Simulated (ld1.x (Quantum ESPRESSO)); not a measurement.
What one change does to a pseudopotential (Rh, TM)

ld1.x (Quantum ESPRESSO) 7.5 input, shortened:

```
&input
   title='Rh', zed=45., rel=1, dft='PBE', iswitch=3,
   config='[Kr] 4d7.5 5s0 5p0'
 /
 &inputp
   pseudotype=2, tm=.true., lloc=-2, rcloc=2.50,
   nlcc=.false.
 /
3
5S  1  0   0.00   0.00  1.80  1.80  0.0
5P  2  1   0.00   0.00  2.50  2.50  0.0
4D  3  2   7.50   0.00  1.20  1.20  0.0
 &test
   configts(1)='4d7.5 5s0 5p0'
 /
```

All-electron outer shells of the reference configuration (PBE, scalar-relativistic, ld1.x):

| shell | level (eV) | outermost node (bohr) | outermost maximum (bohr) |
| --- | --- | --- | --- |
| 4p | -64.45 | 0.47 | 0.94 |
| 4d | -19.44 | 0.46 | 1.14 |
| 5s | -15.07 | 1.18 | 2.41 |
| 5p | -9.81 | 1.33 | 2.98 |

Change: core correction a·sin(br)/r model core inside 0.98 bohr.

Cutoffs: the cutoffs (Ry, on a coarse ladder) from which the occupation-weighted sum of valence levels, in a spherical-Bessel basis at the reference potential, stays within 10 and 1 mRy of its value at 400 Ry; they do not see the model core or the augmentation charge, which bear on the density cutoff. Errors are all-electron minus pseudo energies relative to the spin-unpolarised reference configuration.

Q: Predict the effect on cutoff, ghosts and configuration errors.

A: The potential gets neither clearly harder nor softer (70 Ry and 90 Ry → 70 Ry and 90 Ry); of the 7 tests that both files solve, the error grows in 4 and shrinks in 3 by more than 15 % and 0.3 meV (median size 51.2 → 34.4 meV); neither file shows a bound ghost. A model core, the more so a compact one, raises the density cutoff, which this test does not measure.

| quantity | base | changed |
| --- | --- | --- |
| cutoff, loose | 70 Ry | 70 Ry |
| cutoff, tight | 90 Ry | 90 Ry |
| bound ghosts | none | none |
| error for 4d8 5s1 5p0, meV [ΔE -15.69 eV] | +51 | -8.9 |
| error for 4d8 5s0 5p0, meV [ΔE -8.23 eV] | -13 | -24 |
| error for 4d7 5s0 5p0, meV [ΔE 11.28 eV] | -21 | -34 |
| error for 4d8 5s0 5p1, meV [ΔE -12.09 eV] | +20 | -7.1 |
| error for 4d7 5s2 5p0, meV [ΔE -13.22 eV] | +59 | -44 |
| error for 4d6 5s0 5p0, meV [ΔE 43.78 eV] | -242 | -396 |
| error for 4d9 5s0 5p0, meV [ΔE -16.60 eV] | -63 | -126 |
| s: phases at 2.68 bohr within 0.05 rad from the reference energy up to (Ry; the scan ends near 5) | 0.1 | 0.1 |
| p: phases at 2.68 bohr within 0.05 rad from the reference energy up to (Ry; the scan ends near 5) | 0.4 | 0.4 |
| d: phases at 2.68 bohr within 0.05 rad from the reference energy up to (Ry; the scan ends near 5) | 0.2 | 0.2 |
